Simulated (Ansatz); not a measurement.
Input for Ansatz (a program for electronic structure): R-PBE0/def2-TZVPP on C3H9B (SMILES CB(C)C), a point of a torsion scan.

Ansatz 0.2 input:
```yaml
crystal:
  periodic: [false, false, false]
  atoms:
    - {symbol: C, position_ang: [-0.30224215, 1.54590512, 0.22879118]}
    - {symbol: B, position_ang: [0.15188763, 0.03536969, 0.22801158]}
    - {symbol: C, position_ang: [1.08037830, -0.50345737, 1.38455358]}
    - {symbol: C, position_ang: [-0.29687370, -0.93544526, -0.93188720]}
    - {symbol: H, position_ang: [0.32925161, 2.09806163, -0.46871562]}
    - {symbol: H, position_ang: [-0.20398880, 2.03647784, 1.19452204]}
    - {symbol: H, position_ang: [-1.32416963, 1.68224004, -0.11924413]}
    - {symbol: H, position_ang: [1.86542673, 0.20351832, 1.64680007]}
    - {symbol: H, position_ang: [1.54625184, -1.46275831, 1.17205533]}
    - {symbol: H, position_ang: [0.48367187, -0.63238716, 2.28832148]}
    - {symbol: H, position_ang: [0.57251030, -1.26669389, -1.49981881]}
    - {symbol: H, position_ang: [-0.74727758, -1.84263360, -0.53102975]}
    - {symbol: H, position_ang: [-1.00028738, -0.49876409, -1.63665251]}
basis:
  gaussian:
    orbitals: def2-TZVPP
hamiltonian:
  xc: {name: PBE0}
scf: {lower_state_search: off}
```

**Question.** Predict the final total energy.

**Answer.** -144.4659 hartree.
